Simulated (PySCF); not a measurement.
Compound: C3H7F2Si2 (doublet state).
Atom-mapped SMILES: `[H]/[C:1]=[C:2](\[SiH2:3][SiH3:4])[CH:5]([F:6])[F:7]` (hydrogens: H8 on C1; H9, H10 on Si3; H11, H12, H13 on Si4; H14 on C5)

Geometry (GFN2-xTB, Å), atoms numbered from 1 in this order:
```xyz
14
C3H7F2Si2 angstrom
C      1.015   -2.147    0.843
C      0.806   -0.964    0.387
Si    -0.499    0.303    1.103
Si    -1.701    1.228   -0.651
C      1.555   -0.383   -0.768
F      1.877    0.920   -0.540
F      0.778   -0.361   -1.890
H      0.574   -2.732    1.618
H      0.325    1.227    1.893
H     -1.244   -0.509    2.075
H     -2.227    0.199   -1.551
H     -2.842    1.967   -0.096
H     -0.900    2.171   -1.429
H      2.481   -0.921   -1.016
```

The hyperfine couplings belong to this conformer and change with its torsions.

Method used: PySCF 2.14.0, UKS B3LYP, pcH-1 on C F H Si, non-relativistic, mean-field spin-orbit, GIAO. Geometry: GFN2-xTB, one conformer, isolated molecule. The geometry wasn't refined by DFT: couplings that depend on bond lengths, twists or pyramidal angles can differ widely from those at the functional's own minimum. The SCF solution wasn't tested for stability.

(1) What is the g tensor, term by term?

(2) What are the electron Larmor frequencies g μB B/h along the three axes at 1200 mT?

(3) What effective moment and Curie constant follow for a powder?

(4) In a frozen sample, at which fields do the three g values resonate at 9.5, 34, 94 and 263 GHz (hyperfine left aside), and which band first spreads them over more than twice a line width of 0.3 mT?

## Answers

(1) 
```
                    Δg (ppm)     1     2     3
relativistic mass correction  -154  -154  -154
            gauge correction    13   -19     4
   orbital Zeeman/spin–orbit  -557    54   240
                       total  -698  -119    90
```

So g = 2.00162, 2.00220, 2.00241 and g_iso = 2.00208; the tensor is rhombic: the two nearest values differ by 27 % of g3 − g1. 

(2) 33.6182, 33.6279, 33.6314 GHz for g1, g2 and g3, a range of 13.2 MHz.

(3) With the mean of g² = 4.0083 and S(S+1) = 0.75: μ_eff = √(⟨g²⟩S(S+1)) = 1.734 μB and χT = 0.12505·⟨g²⟩·S(S+1) = 0.376 cm³ K/mol (cgs; spin-Hamiltonian part alone).

(4) 
```json
{"band": "X", "GHz": "9.5", "B(g3) mT": "338.97", "B(g2) mT": "339.00", "B(g1) mT": "339.10", "spread mT": "0.13"}
{"band": "Q", "GHz": "34.0", "B(g3) mT": "1213.15", "B(g2) mT": "1213.28", "B(g1) mT": "1213.63", "spread mT": "0.48"}
{"band": "W", "GHz": "94.0", "B(g3) mT": "3354.00", "B(g2) mT": "3354.35", "B(g1) mT": "3355.32", "spread mT": "1.32"}
{"band": "J", "GHz": "263.0", "B(g3) mT": "9384.07", "B(g2) mT": "9385.05", "B(g1) mT": "9387.77", "spread mT": "3.69"}
```

The spread grows in proportion to the frequency. W band is the first where it exceeds 0.6 mT.

Largest spin populations (Mulliken): C1 (+0.96), C2 (-0.15) and Si3 (+0.11). No atom but C1 exceeds +0.15. The positive populations add up to 1.15 and the negative ones to -0.15, together 2S = 1.

The HOMO–LUMO gaps are 5.70 eV among the α and 5.08 eV among the β orbitals.
